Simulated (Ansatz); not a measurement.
Mulliken charges of C2H3FSe, SMILES `CC(F)=[Se]` from PBE/def2-TZVPP in Ansatz (PBE0-D4/def2-TZVP geometry).

```tsv
atom	x (Å)	y (Å)	z (Å)	charge (e)
C1	0.142	0.674	-0.055	-0.214
C2	-0.130	-0.776	0.059	0.118
F3	0.580	-1.311	1.048	-0.100
Se4	-1.206	-1.765	-0.903	-0.136
H5	-0.435	1.117	-0.861	0.109
H6	-0.102	1.163	0.894	0.111
H7	1.212	0.829	-0.228	0.111
```

Task: By hand: the dipole of these point charges (1 e Å = 4.8032 D).

Result: Σ q r = (0.136, 0.478, 0.017) e Å, of length 0.497 e Å = 2.39 D.

Task: How does the dipole of the full density compare? (Estimate.)

Result: The calculation gave: (0.165, 0.466, 0.054) e Å, 2.39 D; the point charges give 1.00 times that, at 6° from its direction.

Point charges leave out the atoms' own dipoles, such as those of lone pairs, and Mulliken's split depends on the basis, so the close match here is no proof of good charges.
